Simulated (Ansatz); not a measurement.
A nudged elastic band was laid between two geometries of AlH₆N₂P (10 atoms, charge 0, multiplicity 1).

These are results of Ansatz 0.2.0, RKS r2SCAN-D4/6-31G*, not measurements.

| Quantity | Value |
| --- | --- |
| movable images | 9 |
| climbing image | yes |
| spring | 5.0 eV/Å² |
| optimiser | quadratic models (default) |
| start path | IDPP |
| force threshold | 0.05 eV/Å |
| iteration limit | 60 |
| end points | relaxed |

Image 0:

```xyz
10
Properties=species:S:1:pos:R:3
N -1.132 2.048 -0.125
Al -0.829 0.401 0.473
N 0.572 -0.506 -0.208
P 0.984 -2.101 0.289
H -1.897 2.625 0.204
H -0.595 2.552 -0.819
H -1.765 -0.246 1.570
H 1.169 -0.087 -0.916
H 1.181 -2.755 -0.971
H 2.395 -1.982 0.507
```

Image 10:

```xyz
10
Properties=species:S:1:pos:R:3
N -1.285 1.588 0.226
Al -0.956 -0.051 0.815
N 0.451 -0.950 0.133
P 1.485 -0.295 -1.072
H -2.047 2.174 0.540
H -0.735 2.064 -0.479
H -1.857 -0.746 1.919
H 0.667 -1.887 0.463
H 2.784 -0.572 -0.535
H 1.577 -1.376 -2.006
```

Question: What changes between the two ends?

Answer: No bond is made or broken. The dihedral N1–Al2–N3–P4 goes from 180 to 0°.

Question: What energy profile does the band end with?

Answer: The run converged. The highest image is number 5 of 0 to 10, 17.1 kJ/mol above the first end and 21.6 kJ/mol above the last; the last end lies 4.5 kJ/mol below the first. A vibrational analysis at the climbing image gives one clearly imaginary mode, 106i cm⁻¹: a first-order saddle point.

```
image  path coordinate (Å)  energy (kJ/mol)  dihedral N1–Al2–N3–P4 (°)
    0                 0.00              0.0                        180
    1                 0.64              1.3                       -160
    2                 1.28              5.2                       -141
    3                 1.92             10.4                       -123
    4                 2.56             15.0                       -106
    5                 3.20             17.1                        -91
    6                 3.76             15.4                        -75
    7                 4.33             10.4                        -57
    8                 4.89              3.7                        -38
    9                 5.45             -2.1                        -19
   10                 6.01             -4.5                          0
```

Question: What is the geometry of the highest image?

Answer: 
```xyz
10
Properties=species:S:1:pos:R:3
N -1.779 1.198 -0.403
Al -0.558 0.613 0.745
N 1.014 -0.033 0.105
P 1.009 -1.715 -0.195
H -2.701 1.522 -0.137
H -1.690 1.174 -1.411
H -0.898 0.727 2.289
H 1.887 0.478 0.008
H 1.620 -1.831 -1.485
H 2.177 -2.185 0.487
```

Question: What are the harmonic wavenumbers there?

Answer: 106i, 96, 130, 217, 385, 421, 469, 531, 588, 646, 755, 840, 854, 883, 947, 1165, 1222, 1602, 1957, 2335, 2341, 3551, 3570, 3670 cm⁻¹.

The run took 6.4 min on 2 CPU threads of a shared host.
